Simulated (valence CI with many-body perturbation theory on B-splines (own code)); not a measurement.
## Te⁴⁷⁺: E2, E3, M1, M2 decay

Calculated by valence CI with perturbative core correlation (CI+MBPT): three valence electrons over a frozen Dirac-Fock core [He], radial functions for each j: 11 s, 11 p, 9 d, 7 f, 5 g, 2 h, 1 i, with the one-electron correlation potential Σ1, the two-electron term Σ2, the three-electron term Σ3, Breit, model QED; selected CI, second order for the rest (own B-spline code, finite nucleus).

The last digits are not significant, and no measured levels were compared; by estimate large intervals hold to a few tenths of a per cent, small ones and those within an open d or f shell to about a per cent.

Lines 1 to 29 of 29 in falling wavelength, among levels below 5573.9 eV, chosen from the decays that carry over 1 % of a level's rate. Wavelengths and rates use the calculated energies. Electric multipoles are in the length gauge, E1 and E2 with the static RPA response of the core. S is in atomic units (e²a₀⁴ for E2 and M2, e²a₀⁶ for E3), for M1 in squared Bohr magnetons. Weak lines are less certain than strong ones. Lines between different terms over intervals too small for the method are left out, as are lines whose strength nearly cancels. The highest levels of a list are the least certain.

Levels are named by their leading jj configuration (3d3/2^4 stands for four electrons in 3d with j = 3/2), which in mixed levels can hold well under half, so a name can repeat and another be missing. Letters in brackets count levels of one name in rising energy.

| λ vac (nm) | Upper | Lower | Type | A (s⁻¹) | S (a.u.) |
| --- | --- | --- | --- | --- | --- |
| 4.821 | (2s 2p1/2 2p3/2) J=3/2 [a] | (2s 2p1/2^2) J=1/2 | M1 | 1.20e+08 | 1.99e+00 |
| 4.533 | (2s 2p3/2 3d5/2) J=9/2 | (2s 2p1/2 3d5/2) J=7/2 | M1 | 1.21e+08 | 4.17e+00 |
| 4.083 | (2s^2 2p3/2) J=3/2 | (2s^2 2p1/2) J=1/2 | M1 | 1.29e+08 | 1.31e+00 |
| 0.2783 | (2p1/2^2 3p1/2) J=1/2 | (2p1/2^2 2p3/2) J=3/2 | E2 | 2.82e+11 | 8.40e-05 |
| 0.2754 | (2s 2p3/2 3p3/2) J=7/2 | (2s 2p3/2^2) J=3/2 | E2 | 7.60e+09 | 8.60e-06 |
| 0.2747 | (2s^2 3p1/2) J=1/2 | (2s^2 2p3/2) J=3/2 | E2 | 3.47e+11 | 9.71e-05 |
| 0.2711 | (2s 2p3/2 3p3/2) J=7/2 | (2s 2p3/2^2) J=5/2 | E2 | 1.06e+11 | 1.11e-04 |
| 0.2704 | (2s 2p3/2 3p3/2) J=1/2 [b] | (2s 2p3/2^2) J=3/2 | E2 | 1.85e+11 | 4.79e-05 |
| 0.2701 | (2s 2p1/2 3p3/2) J=5/2 | (2s 2p1/2 2p3/2) J=5/2 | E2 | 9.62e+10 | 7.41e-05 |
| 0.2691 | (2s^2 3p3/2) J=3/2 | (2s^2 2p3/2) J=3/2 | E2 | 1.48e+11 | 7.47e-05 |
| 0.2675 | (2s 2p3/2 3d5/2) J=9/2 | (2s 2p3/2^2) J=5/2 | M2 | 4.71e+09 | 5.76e-06 |
| 0.2675 | (2s 2p3/2 3d5/2) J=9/2 | (2s 2p3/2^2) J=5/2 | E3 | 2.37e+08 | 7.39e-06 |
| 0.2663 | (2s 2p3/2 3p3/2) J=1/2 [b] | (2s 2p3/2^2) J=5/2 | E2 | 7.50e+10 | 1.79e-05 |
| 0.2548 | (2s 2p3/2 3p3/2) J=7/2 | (2s 2p1/2 2p3/2) J=5/2 | E2 | 9.95e+10 | 7.64e-05 |
| 0.2542 | (2s 2p1/2 3p3/2) J=5/2 | (2s 2p1/2^2) J=1/2 | E2 | 1.88e+11 | 1.07e-04 |
| 0.2533 | (2s 2p3/2 3p3/2) J=7/2 | (2s 2p1/2 2p3/2) J=3/2 [a] | E2 | 1.40e+11 | 1.05e-04 |
| 0.2531 | (2s 2p3/2 3p3/2) J=1/2 [b] | (2s 2p1/2 2p3/2) J=3/2 [b] | E2 | 1.99e+11 | 3.68e-05 |
| 0.2525 | (2s^2 3p3/2) J=3/2 | (2s^2 2p1/2) J=1/2 | E2 | 1.73e+11 | 6.35e-05 |
| 0.2517 | (2s 2p3/2 3d5/2) J=9/2 | (2s 2p1/2 2p3/2) J=5/2 | M2 | 9.99e+08 | 9.01e-07 |
| 0.2517 | (2s 2p3/2 3d5/2) J=9/2 | (2s 2p1/2 2p3/2) J=5/2 | E3 | 2.38e+08 | 4.83e-06 |
| 0.2501 | (2s 2p3/2 3d5/2) J=9/2 | (2s 2p1/2 2p3/2) J=3/2 [a] | E3 | 4.15e+08 | 8.08e-06 |
| 0.2460 | (2p1/2 2p3/2 3d3/2) J=7/2 | (2s 2p1/2 2p3/2) J=3/2 [b] | E2 | 2.81e+11 | 1.81e-04 |
| 0.2440 | (2p1/2^2 3d3/2) J=3/2 | (2s 2p1/2^2) J=1/2 | E2 | 9.15e+11 | 2.82e-04 |
| 0.2437 | (2p1/2 2p3/2 3d3/2) J=7/2 | (2s 2p1/2 2p3/2) J=5/2 | E2 | 4.72e+11 | 2.90e-04 |
| 0.2428 | (2p1/2 2p3/2 3d3/2) J=5/2 [a] | (2s 2p1/2 2p3/2) J=3/2 [a] | E2 | 4.57e+11 | 2.07e-04 |
| 0.2427 | (2p1/2 2p3/2 3d3/2) J=1/2 [a] | (2s 2p1/2 2p3/2) J=3/2 [a] | E2 | 8.45e+11 | 1.27e-04 |
| 0.2425 | (2p1/2 2p3/2 3d5/2) J=9/2 | (2s 2p1/2 2p3/2) J=5/2 | E2 | 9.61e+11 | 7.20e-04 |
| 0.2423 | (2p1/2 2p3/2 3d3/2) J=7/2 | (2s 2p1/2 2p3/2) J=3/2 [a] | E2 | 1.81e+11 | 1.08e-04 |
| 0.2418 | (2p1/2 2p3/2 3d5/2) J=7/2 | (2s 2p1/2 2p3/2) J=3/2 [a] | E2 | 7.69e+11 | 4.53e-04 |
